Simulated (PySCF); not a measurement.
# Cu: ionisation energy

Cu [Ar] 3d10 4s1 (2S) → Cu+ [Ar] 3d10 (1S), as a difference of total energies. Computed with PySCF 2.14 in pcseg-2 (6s4p3d2f1g, 56 functions), with the non-relativistic Hamiltonian (point nucleus). Correlated levels: valence: [Ar] frozen. The calculations carry no spin-orbit coupling.

| method | ionisation energy (eV) |
| --- | --- |
| UHF | 6.410 |
| M06-2X | 7.519 |
| MN15 | 7.578 |
| MP2 (valence) | 7.303 |
| SCS-MP2 (valence) | 7.159 |

Q: How much does correlation contribute at MP2 (valence)?

A: 7.303 − (6.410) = 0.893 eV, measured against UHF.

These non-relativistic numbers lack the scalar-relativistic shift.

Errors of the correlated levels include the incompleteness of this basis and the frozen core.

For comparison: 7.726 eV (measured; NIST Atomic Spectra Database, ionization energies).
